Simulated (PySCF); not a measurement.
All values below come from PBE-D3(BJ)/def2-TZVP // CAM-B3LYP-D3(BJ)/def2-TZVP (PySCF). Isolated molecules, 0 K electronic values unless said otherwise. One relaxed conformer stands for a flexible species; it need not be the lowest. Delta-SCF ions had no search for a lower state. 

Reference species (SMILES): `BC(=C)C(=C)C` (neutral, multiplicity 1).

| Quantity | Result |
|---|---|
| vertical ionisation energy (Delta-SCF) | 8.88 eV |
| HOMO | -6.04 eV |

Changed species: `B/C=C\C=C/C`.

Predict the effect on the vertical ionisation energy (Delta-SCF) and HOMO.

the vertical ionisation energy (Delta-SCF) falls by 0.08 eV, to 8.80 eV; the HOMO falls by 0.04 eV, to -6.08 eV.
